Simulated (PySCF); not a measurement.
# AlSn⁺: energy against distance

Set-up: Al x2c-SVPall, Sn x2c-SVPall; spin-free X2C with a Gaussian nucleus (PySCF 2.14). Energies in eV from Al⁺ + Sn in their ground configurations at the same level. All curves are PBE0. state 1: ³Π (triplet), unpaired electrons σ ↑, π ↑; state 2: Ms = 0 determinant of mixed spin (⟨S²⟩ near 1.0), unpaired electrons σ ↓, π ↑, a second solution, started from another occupation; state 3: ³Σ⁻ (triplet), unpaired electrons π ↑↑, a second solution, started from another occupation; state 4: Ms = 0 determinant of mixed spin (⟨S²⟩ near 1.0), unpaired electrons π ↑↓, a mixture of terms (⟨Lz²⟩ = 2.0), a second solution, started from another occupation.

| R (Å) | state 1 | state 2 | state 3 | state 4 |
| --- | --- | --- | --- | --- |
| 2.586 | -0.965 | -0.825 | -0.9025 | -0.6801 |
| 2.706 | -1.146 | -0.994 | -0.9042 | -0.6839 |
| 2.827 | -1.239 | -1.075 | -0.8540 | -0.6348 |
| 2.917 | -1.269 | -1.097 | -0.7980 | -0.5789 |
| 3.007 | -1.277 | -1.096 | -0.7347 | -0.5152 |
| 3.097 | -1.267 | -1.079 | -0.6689 | -0.4488 |
| 3.217 | -1.238 | -1.041 | -0.5832 | -0.3619 |
| 3.368 | -1.184 | -0.980 | -0.4854 | -0.2621 |
| 3.548 | -1.108 | -0.901 | -0.3863 | -0.1603 |
| 3.789 | -1.002 | -0.795 | -0.2859 | -0.0563 |

**Question.** Put a parabola through the three lowest points of the state 1 curve and estimate Re, k and ωe (reduced mass 22.03 u; 1 eV/Å² = 0.16022 mdyn/Å; ωe = 1302.8·√(k/μ) cm⁻¹).

**Answer.** Through R = 2.917, 3.007, 3.097 Å the second-order coefficient is 1.11 eV/Å², so Re ≈ 3.002 Å, k ≈ 0.356 mdyn/Å and ωe ≈ 166 cm⁻¹. A polynomial fit of higher order to the unrounded PBE0 energies gives Re = 2.996 Å, k = 0.337 mdyn/Å, ωe = 161 cm⁻¹; anharmonicity and rounding make the difference.

The higher-order fit for each curve: state 1: Re = 2.996 Å, ωe = 161 cm⁻¹, De = 1.28 eV; state 2: Re = 2.955 Å, ωe = 171 cm⁻¹, minimum 1.10 eV below the ground-state fragments; state 3: Re = 2.646 Å, ωe = 240 cm⁻¹, minimum 0.91 eV below the ground-state fragments; state 4: Re = 2.650 Å, ωe = 241 cm⁻¹, minimum 0.69 eV below the ground-state fragments.

Closed-shell solutions of metal pairs were not tested for spin polarisation, which can lower them a little. These are scalar-relativistic numbers at best; spin–orbit coupling would shift them, the dissociation energy most. For an ion De counts to the pair picked by the measured ionisation energies or electron affinities, which need not be the lowest pair at this level. The state was picked by a PBE0 search and need not be the measured ground state.
